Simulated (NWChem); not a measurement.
System meant: BeHOCl; SMILES [OH][Be][Cl]

Here is an NWChem input.

```
start job
memory heap 200 mb stack 900 mb global 1100 mb
geometry units angstroms noautoz
  Be     0.045545     0.633275     0.000001
  Cl    -0.080788    -1.179817    -0.000000
  O      0.202873     2.033792     0.000000
  H     -0.431979     2.742103    -0.000001
end
basis spherical
  * library def2-svp
end
dft
  odft
  mult 2
  xc xpbe96 cpbe96
  iterations 150
  mulliken
end
task dft energy
```

End of the output:

```
                                 NWChem DFT Module
                                 -----------------

 Summary of "ao basis" -> "ao basis" (spherical)
 ------------------------------------------------------------------------------
       Tag                 Description            Shells   Functions and Types
 ---------------- ------------------------------  ------  ---------------------
 Be                         def2-svp                 5        9   3s2p
 Cl                         def2-svp                 8       18   4s3p1d
 O                          def2-svp                 6       14   3s2p1d
 H                          def2-svp                 3        5   2s1p

 Summary of "ao basis" -> "ao basis" (spherical)
 ------------------------------------------------------------------------------
       Tag                 Description            Shells   Functions and Types
 ---------------- ------------------------------  ------  ---------------------
 Be                         def2-svp                 5        9   3s2p
 Cl                         def2-svp                 8       18   4s3p1d
 O                          def2-svp                 6       14   3s2p1d
 H                          def2-svp                 3        5   2s1p

      Symmetry analysis of basis
      --------------------------

        a'         34
        a"         12

  number of electrons :                   30
  multiplicity        :                    2
 ------------------------------------------------------------------------
  no. of electrons and multiplicity not compatible                  30
 ------------------------------------------------------------------------
 ------------------------------------------------------------------------
  current input line :
    19: task dft energy
 ------------------------------------------------------------------------
 ------------------------------------------------------------------------
 There is an error in the input file
 ------------------------------------------------------------------------
 For more information see the NWChem manual at https://nwchemgit.github.io

0: no. of electrons and multiplicity not compatible:Received an Error in Communication
```

Can this run be used? If not, why, and what is the fix?

The input was rejected before any calculation. Cause: the multiplicity doesn't fit the number of electrons (an even count wants an odd multiplicity, and the reverse). This input runs:
```
start job
memory heap 200 mb stack 900 mb global 1100 mb
geometry units angstroms noautoz
  Be     0.045545     0.633275     0.000001
  Cl    -0.080788    -1.179817    -0.000000
  O      0.202873     2.033792     0.000000
  H     -0.431979     2.742103    -0.000001
end
basis spherical
  * library def2-svp
end
dft
  xc xpbe96 cpbe96
  iterations 150
  mulliken
end
task dft energy
```
It converges to -550.37707 Ha (PBE/def2-SVP).
